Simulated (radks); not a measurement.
Question: These are the eigenvalues of the occupied orbitals of an atom or ion with whole-number occupations (hartree). Calculated with a radial shooting solver on a logarithmic mesh with Libxc functionals: scalar-relativistic Kohn-Sham, OLYP, spin-polarised, spherical densities, finite nucleus; Fermi nuclear charge, rms radius of each element as measured or else 0.836 A^(1/3) + 0.57 fm.

| orbital | eigenvalue |
|---|---|
| 1s up | -24.95959 |
| 1s down | -24.90807 |
| 2s up | -1.61882 |
| 2s down | -1.45949 |
| 2p up | -0.91181 |
| 2p down | -0.74673 |
| 3p up | -0.05365 |

Which element is it, and in what charge state? The configuration may be excited. Open shells, if any, are filled with parallel spins first.

Answer: Z = 9, fluorine, charge 0: F in [He] 2s2 2p4 3p1. The list shows which subshells hold electrons but not how many an open one holds; the 1s level, -24.96 hartree, gives Z - s = 7.1 by -(Z - s)^2/2, which with screening and relativity narrows Z to a few neighbours, and the depths of the outer levels then fix element, charge and occupations together.
